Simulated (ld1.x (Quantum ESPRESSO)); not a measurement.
# What one change does to a pseudopotential (zinc, TM)

| Item | Value |
| --- | --- |
| Element | zinc |
| Generator | ld1.x (Quantum ESPRESSO) 7.5 |
| Type | norm-conserving Troullier–Martins (Kleinman–Bylander form) |
| Functional | PBE |
| Relativity | scalar-relativistic |
| Frozen core | [Ar] 3d10 |
| Valence charge | 2 |
| Reference configuration | 4s1.5 4p0.5 |
| Partial waves | 4s (bound): rc 2.10 bohr; 4d channel at 0.25 Ry: rc 3.15 bohr; 4p (bound): rc 2.95 bohr |
| Local potential | the p channel |
| Core correction | Bessel-smoothed model core inside 1.85 bohr |

Change: local potential all-electron potential smoothed inside 1.70 bohr (lloc = -2).

Cutoffs: the cutoffs (Ry, on a coarse ladder) from which the occupation-weighted sum of valence levels, in a spherical-Bessel basis at the reference potential, stays within 10 and 1 mRy of its value at 400 Ry; they do not see the model core or the augmentation charge, which bear on the density cutoff. Errors are all-electron minus pseudo energies relative to the spin-unpolarised reference configuration.

Question: Predict the effect on cutoff, ghosts and configuration errors.

Answer: The potential gets neither clearly harder nor softer (10 Ry and 30 Ry → 10 Ry and 30 Ry); the bound ghost in s disappears; the errors of the 6 common tests hardly move. In the separable form a ghost depends on how the local part lies against the semilocal potential of the channel, so the choice of the local part can create or remove one.

```tsv
quantity	base	changed
cutoff, loose	10 Ry	10 Ry
cutoff, tight	30 Ry	30 Ry
loose cutoff by channel (10 mRy a level)	s 10 Ry, p 6 Ry	s 8 Ry, p 6 Ry
bound ghosts	s	none
error for 4s2 4p0, meV [ΔE -2.49 eV]	-8.5	-7.6
error for 4s1 4p0, meV [ΔE 7.40 eV]	-64	-61
error for 4s1.5 4p0, meV [ΔE 1.45 eV]	-4.7	-4.4
error for 4s0 4p2, meV [ΔE 8.07 eV]	-63	-63
error for 4s1 4p1, meV [ΔE 2.60 eV]	-8.0	-7.5
error for 4s0 4p1, meV [ΔE 13.73 eV]	-153	-152
s: phases at 3.38 bohr within 0.05 rad from the reference energy up to (Ry; the scan ends near 5)	1.2	1.1
p: phases at 3.38 bohr within 0.05 rad from the reference energy up to (Ry; the scan ends near 5)	1.7	1.7
d: phases at 3.38 bohr within 0.05 rad from the reference energy up to (Ry; the scan ends near 5)	0.7	0.6
```

 A true bound ghost makes a file unfit for plane-wave use even where its test errors are small: the radial tests pick states by their node count and pass the ghost by.
